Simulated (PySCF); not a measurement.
BiCl: frontier orbitals

r²SCAN at R = 2.476 Å; PySCF, scalar-relativistic core potentials, basis sets Bi cc-pVDZ-PP with ECP60, Cl cc-pV(D+d)Z. State: ³Σ⁻ (triplet), unpaired electrons π ↑↑. Only the outer orbitals are listed, counted within each symmetry, core potentials removing the inner ones.

```json
{"spin": "α", "orbital": "7σ", "occ.": "1", "ε (eV)": "-20.55", "on Bi (%)": "10", "main shells (%)": "89 Cl s"}
{"spin": "α", "orbital": "8σ", "occ.": "1", "ε (eV)": "-15.85", "on Bi (%)": "88", "main shells (%)": "88 Bi s, 8 Cl s"}
{"spin": "α", "orbital": "9σ", "occ.": "1", "ε (eV)": "-8.90", "on Bi (%)": "30", "main shells (%)": "69 Cl p, 25 Bi p"}
{"spin": "α", "orbital": "4π", "occ.": "1", "ε (eV)": "-7.98", "on Bi (%)": "17", "main shells (%)": "83 Cl p, 16 Bi p"}
{"spin": "α", "orbital": "4π", "occ.": "1", "ε (eV)": "-7.98", "on Bi (%)": "17", "main shells (%)": "83 Cl p, 16 Bi p"}
{"spin": "α", "orbital": "5π", "occ.": "1", "ε (eV)": "-5.53", "on Bi (%)": "84", "main shells (%)": "84 Bi p, 16 Cl p"}
{"spin": "α", "orbital": "5π", "occ.": "1", "ε (eV)": "-5.53", "on Bi (%)": "84", "main shells (%)": "84 Bi p, 16 Cl p"}
{"spin": "α", "orbital": "10σ", "occ.": "0", "ε (eV)": "-2.67", "on Bi (%)": "79", "main shells (%)": "75 Bi p, 22 Cl p"}
{"spin": "α", "orbital": "11σ", "occ.": "0", "ε (eV)": "5.35", "on Bi (%)": "101", "main shells (%)": "91 Bi s, 8 Bi d"}
{"spin": "α", "orbital": "12σ", "occ.": "0", "ε (eV)": "6.78", "on Bi (%)": "91", "main shells (%)": "86 Bi p"}
{"spin": "β", "orbital": "7σ", "occ.": "1", "ε (eV)": "-20.38", "on Bi (%)": "8", "main shells (%)": "91 Cl s"}
{"spin": "β", "orbital": "8σ", "occ.": "1", "ε (eV)": "-14.48", "on Bi (%)": "88", "main shells (%)": "87 Bi s"}
{"spin": "β", "orbital": "9σ", "occ.": "1", "ε (eV)": "-8.67", "on Bi (%)": "28", "main shells (%)": "71 Cl p, 21 Bi p"}
{"spin": "β", "orbital": "4π", "occ.": "1", "ε (eV)": "-7.67", "on Bi (%)": "6", "main shells (%)": "94 Cl p"}
{"spin": "β", "orbital": "4π", "occ.": "1", "ε (eV)": "-7.67", "on Bi (%)": "6", "main shells (%)": "94 Cl p"}
{"spin": "β", "orbital": "5π", "occ.": "0", "ε (eV)": "-3.32", "on Bi (%)": "94", "main shells (%)": "94 Bi p"}
{"spin": "β", "orbital": "5π", "occ.": "0", "ε (eV)": "-3.32", "on Bi (%)": "94", "main shells (%)": "94 Bi p"}
{"spin": "β", "orbital": "10σ", "occ.": "0", "ε (eV)": "-1.85", "on Bi (%)": "82", "main shells (%)": "78 Bi p, 18 Cl p"}
```

Task: Which are the highest filled and the lowest empty level, where do they sit, and how wide is the gap?

Result: Highest filled α 5π at -5.53 eV (in %: 84 Bi p, 16 Cl p); lowest empty β 5π at -3.32 eV (in %: 94 Bi p); the gap at r²SCAN is 2.21 eV. Both belong to one degenerate shell, split only by its one-sided filling, so this is no excitation gap.

The bond order (Mayer) is 1.00, the ⟨S²⟩ is 2.006 and the charge on Bi (Mulliken, basis-dependent) is 0.36. The charge on Bi (Löwdin, basis-dependent) is 0.30. The dipole moment (positive dipole means Bi(−)Cl(+)) is -3.34 D.

Shares are Mulliken populations and can fall outside 0 to 100 %.

Spin–orbit coupling is left out, which matters for elements this heavy, above all for dissociation energies. The state is the lowest determinant that a PBE0 search found; another state may lie lower at other levels.
